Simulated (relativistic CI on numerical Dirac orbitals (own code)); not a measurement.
# Sensitivity of the levels of Tm to α and to the nuclear radius

Computed by Dirac-Coulomb-Breit CI, orbitals from a KLI potential per configuration, valence Slater integrals scaled by 0.85, P86 correlation energy added to each configuration, derivatives by finite differences, QED left out (own radial code, finite nucleus).

Configuration list (outside the closed core [Xe]): 4f¹³6s², 4f¹²6s²5d, 4f¹³6s6p, 4f¹³6s5d, 4f¹²6s²6p, 4f¹³6s6d. Double excitations out of closed p, d and f shells are left out; levels of such configurations are missing from the list, as are those of other unlisted configurations, and high levels can miss mixing partners.

With x = (α/α₀)² − 1 an excitation energy changes as ω = ω₀ + qx; K = 2q/ω₀ is the relative enhancement. Terms are leading LS components, so labels can repeat. The field-shift factor is F = δν/δ⟨r²⟩ for the transition from the lowest level.

Lowest level 4f¹²6s²5d ⁴F9/2.

```
            Level  ω₀ (cm⁻¹)  q (cm⁻¹)         K  F (GHz/fm²)
 4f¹²6s²5d ²K15/2     1911.1    -114.2    -0.119         0.29
 4f¹²6s²5d ⁴G11/2     2366.1     113.3    0.0958        0.435
 4f¹²6s²5d ⁴K17/2     2498.0       683     0.547        0.842
  4f¹²6s²5d ⁴F7/2     3915.4      1488      0.76        0.619
 4f¹²6s²5d ⁴H13/2     4218.0    -88.84   -0.0421        0.608
 4f¹²6s²5d ⁴I15/2     4962.9     395.7     0.159         1.21
 4f¹²6s²5d ²H11/2     5452.9     142.4    0.0522         1.07
 4f¹²6s²5d ⁴H13/2     5688.5     509.1     0.179         1.23
  4f¹²6s²5d ⁴G9/2     5812.0      1496     0.515        0.876
  4f¹²6s²5d ²F5/2     8018.1      -562     -0.14        0.462
4f¹²6s²6p ⁴G°11/2     8036.3    -10590     -2.63         7.71
  4f¹²6s²5d ²F7/2     8201.4    -743.7    -0.181        0.599
4f¹²6s²6p ²I°13/2     8261.7    -10640     -2.58         7.75
 4f¹²6s²5d ²H11/2     8704.0    -27.39  -0.00629        0.692
  4f¹²6s²5d ⁴G9/2     8756.2    -497.7    -0.114        0.659
  4f¹²6s²5d ²F7/2     9575.0      4139     0.865        0.817
  4f¹²6s²5d ⁴F5/2     9622.5      5124      1.07        0.888
 4f¹²6s²5d ⁴G11/2     9679.6     79.73    0.0165         1.21
 4f¹²6s²5d ⁴K13/2     9809.3      5508      1.12        0.839
  4f¹²6s²5d ²D3/2    10065.0      1159      0.23          1.2
  4f¹²6s²5d ²G9/2    10281.7    -78.84   -0.0153         1.27
 4f¹²6s²5d ⁴H13/2    10314.0      1917     0.372         1.23
4f¹²6s²6p ⁴I°15/2    10727.7     -7489      -1.4         7.63
```

Correlation outside the listed configurations is missing or only estimated: errors of thousands of cm⁻¹ between configurations and terms are usual at this charge. Rates and lifetimes follow the computed energies and can be off by large factors. The fine structure of a lone outer electron comes out too small, for d and f at times inverted, and misplaced configurations move strength between like terms. The computed lowest level isn't the tabulated ground level, which NIST ASD gives as 4f13 (2F*) 6s2 2F°7/2.
